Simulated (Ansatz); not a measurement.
Born–Oppenheimer molecular dynamics of CH5FO2Si (10 atoms, charge 0, multiplicity 1). It starts at the highest image of a converged band, a first-order saddle point between two minima.

The calculation used RKS BLYP-D4/def2-SVP in Ansatz.

```
ensemble                      : NVE (velocity Verlet)
time step                     : 0.5 fs
steps asked                   : 200
starting velocities drawn for : 300 K
seed                          : 8402
```

First frame:

```xyz
10
Properties=species:S:1:pos:R:3
Si -0.333 -0.223 0.236
F -1.026 -1.617 -0.302
C 1.128 0.192 -0.852
H 1.305 -0.607 -1.599
O -1.560 0.916 0.262
O 0.228 -0.411 1.790
H 2.042 0.303 -0.236
H 0.956 1.144 -1.393
H -2.276 0.781 -0.384
H -0.462 -0.477 2.476
```

(1) How far do the bonds stretch over the last three quarters of this one trajectory? (Pairs bonded in most of those frames.)

Results:

(1) 
| bond | mean (Å) | spread (Å) | shortest | longest |
| --- | --- | --- | --- | --- |
| Si1–F2 | 1.648 | 0.015 | 1.61 | 1.68 |
| Si1–C3 | 1.870 | 0.021 | 1.84 | 1.91 |
| Si1–O5 | 1.674 | 0.029 | 1.63 | 1.72 |
| Si1–O6 | 1.662 | 0.008 | 1.65 | 1.68 |
| C3–H4 | 1.112 | 0.028 | 1.07 | 1.15 |
| C3–H7 | 1.110 | 0.020 | 1.08 | 1.14 |
| C3–H8 | 1.110 | 0.018 | 1.07 | 1.15 |
| O5–H9 | 0.974 | 0.003 | 0.97 | 0.98 |
| O6–H10 | 0.976 | 0.007 | 0.97 | 0.99 |

Mean temperature of the second half: 154 K. The conserved energy stayed within 0.12 meV per atom of its start (net change 0.078 meV per atom), so the integration is sound. A run of 0.1 ps of so small a system gives no equilibrium averages. The orbitals stay closed-shell, which can raise the energy where a bond breaks towards radicals; this wasn't checked here.

Run time: 4.1 min on 2 threads of Intel(R) Xeon(R) Platinum 8488C (Sapphire Rapids), with other jobs on the host, peak memory 0.15 GiB.
